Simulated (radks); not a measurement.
Neutral gadolinium inside a hard spherical wall (all orbitals vanish at R), configuration held at [Xe] 4f7 5d1 6s2 and not refilled when levels cross. All-electron calculation, scalar-relativistic Kohn-Sham, PBE, spin-unpolarised, spherical densities, finite nucleus; Fermi nuclear charge, rms radius 5.1569 fm. Program: a radial shooting solver on a logarithmic mesh with Libxc functionals. Eigenvalues in eV, with the zero of energy where the potential of the charges vanishes at infinity; a dash marks a level that is unbound or too diffuse for the functional's potential to be trusted. A positive occupied level is held by the wall or, in an anion where self-interaction has pushed it up, behind a barrier. The pressure on the wall is -dE/dV.

R (bohr),E (hartree),kinetic (hartree),e(5p),e(4f),e(6s),e(5d),"e(6p, empty)","e(7s, empty)",pressure (GPa)
free,-11270.2583,12100.111,-27.266,-8.699,-4.126,-2.534,-1.333,-,0
20,-11270.2583,12100.111,-27.266,-8.699,-4.126,-2.534,-1.333,-0.004,< 0.0001
12,-11270.2580,12100.114,-27.235,-8.668,-4.103,-2.507,-1.249,1.052,0.00507
10,-11270.2560,12100.132,-27.111,-8.542,-4.009,-2.400,-1.024,2.421,0.0535
8,-11270.2419,12100.224,-26.593,-8.012,-3.563,-1.945,-0.189,5.978,0.584
7,-11270.2149,12100.366,-25.948,-7.347,-2.911,-1.360,0.905,9.822,2.01
5,-11269.9423,12101.477,-22.797,-3.964,1.862,1.950,8.148,30.838,30.9
4,-11269.2959,12103.895,-18.921,0.507,10.932,6.896,20.711,62.156,170
3.5,-11268.4346,12107.126,-15.139,4.981,21.497,12.083,34.373,93.337,473
3,-11266.4861,12114.328,-8.113,13.047,42.490,21.836,59.959,147.99,1530
2.5,-11261.5136,12131.756,6.833,28.583,87.832,42.248,112.14,252.52,5940
